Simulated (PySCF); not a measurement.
## Excitation energy of Ar⁺ by level of theory

Ar⁺ [Ne] 3s2 3p5 (2P) → Ar⁺ [Ne] 3s1 3p6 (2S), as a difference of total energies. Computed with PySCF 2.14 in aug-cc-pCVTZ-DK with one added diffuse shell each of s, p, d, f type (9s8p6d4f, 91 functions), with scalar relativity by spin-free X2C-1e. Correlated levels: valence: [Ne] frozen; valence and next inner shell: 1s2 frozen; nothing frozen. The calculations carry no spin-orbit coupling.

```tsv
method	excitation energy (eV)
UHF	18.788
LDA	14.355
PBE	14.654
PBE0	15.690
r2SCAN	15.608
TPSSh	15.430
BP86	14.649
wB97X-V	15.694
B3LYP	15.403
MP2 (valence)	15.949
SCS-MP2 (valence)	15.653
MP2 (valence and next inner shell)	15.782
SCS-MP2 (valence and next inner shell)	15.513
MP2 (all electrons)	15.771
SCS-MP2 (all electrons)	15.507
```

Task: How much does correlation contribute at MP2 (all electrons)?

Result: 15.771 − (18.788) = -3.017 eV, measured against UHF.

Errors of the correlated levels include the incompleteness of this basis and the frozen core.

For comparison: 13.421 eV (measured; NIST levels, between the centres of gravity of the two terms).
